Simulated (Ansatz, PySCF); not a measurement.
This PySCF input computes a CAM-B3LYP/def2-TZVPD energy:

```python
from pyscf import gto, scf, dft

mol = gto.M(
    atom='''
    B     0.13878280   -0.02423784    0.00548867
    C     1.56790485   -0.27382807    0.06200849
    C    -0.48645111    1.46218053   -0.14832764
    C    -0.96245149   -1.20913570    0.09102553
    H     2.00344141   -1.27072796    0.16554457
    H     2.32170334    0.51535939    0.00550898
    H     0.28583924    2.23864822   -0.20320629
    H    -1.14933960    1.72161089    0.69204816
    H    -1.10891904    1.55815664   -1.05180925
    H    -1.64796521   -1.07667825    0.94277826
    H    -1.60754465   -1.24013250   -0.80107915
    H    -0.50514302   -2.20034772    0.19453312
    ''',
    basis='def2-tzvpd',
    charge=-1,
    spin=0,
    verbose=4,
)

mf = dft.RKS(mol, xc='camb3lyp').density_fit(auxbasis='def2-universal-jkfit')
mf.grids.level = 3
mf.conv_tol = 1e-9
mf.max_cycle = 100
mf.max_memory = 1500
mf.kernel()
if not mf.converged:
    mf = mf.newton()
    mf.kernel(mf.make_rdm1())
mf.analyze()
```

Task: Write an input for the same energy in Ansatz (a quantum-chemistry and plane-wave program) and say what it gives.

Result: 
Ansatz 0.2 input:
```yaml
crystal:
  periodic: [false, false, false]
  atoms:
    - {symbol: B, position_ang: [0.13878280, -0.02423784, 0.00548867]}
    - {symbol: C, position_ang: [1.56790485, -0.27382807, 0.06200849]}
    - {symbol: C, position_ang: [-0.48645111, 1.46218053, -0.14832764]}
    - {symbol: C, position_ang: [-0.96245149, -1.20913570, 0.09102553]}
    - {symbol: H, position_ang: [2.00344141, -1.27072796, 0.16554457]}
    - {symbol: H, position_ang: [2.32170334, 0.51535939, 0.00550898]}
    - {symbol: H, position_ang: [0.28583924, 2.23864822, -0.20320629]}
    - {symbol: H, position_ang: [-1.14933960, 1.72161089, 0.69204816]}
    - {symbol: H, position_ang: [-1.10891904, 1.55815664, -1.05180925]}
    - {symbol: H, position_ang: [-1.64796521, -1.07667825, 0.94277826]}
    - {symbol: H, position_ang: [-1.60754465, -1.24013250, -0.80107915]}
    - {symbol: H, position_ang: [-0.50514302, -2.20034772, 0.19453312]}
basis:
  gaussian:
    orbitals: def2-TZVPD
hamiltonian:
  xc: {name: CAM-B3LYP}
total_charge: -1
output: {forces: true}
```
It gives -143.95665 Eh, and PySCF -143.95674 Eh, a difference of 0.09 mEh, from the treatment of integrals and grids.

It need not be the lowest isomer of its formula. Whether it binds its extra electron was not tested at this geometry.
